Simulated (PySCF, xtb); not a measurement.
1,1,2-trichloroprop-1-ene (C3H3Cl3), SMILES CC(Cl)=C(Cl)Cl.

Harmonic wavenumbers (cm⁻¹) from GFN2-xTB (xtb) at its own minimum, in rising order: 88, 111, 158, 240, 292, 312, 339, 431, 509, 721, 825, 1028, 1031, 1114, 1388, 1443, 1452, 1643, 3014, 3027, 3064.

Task: What does PBE-D3(BJ)/def2-SVP (PySCF) give at its own minimum? (An estimate is asked for; the answer gives what the named calculation found.)

Result: 110, 141, 188, 268, 285, 335, 364, 494, 513, 749, 904, 1000, 1007, 1118, 1338, 1394, 1395, 1625, 2975, 3050, 3106. Paired by order, the mean absolute difference is 32 cm⁻¹ and the zero-point energies are 31.8 and 32.0 kcal/mol.
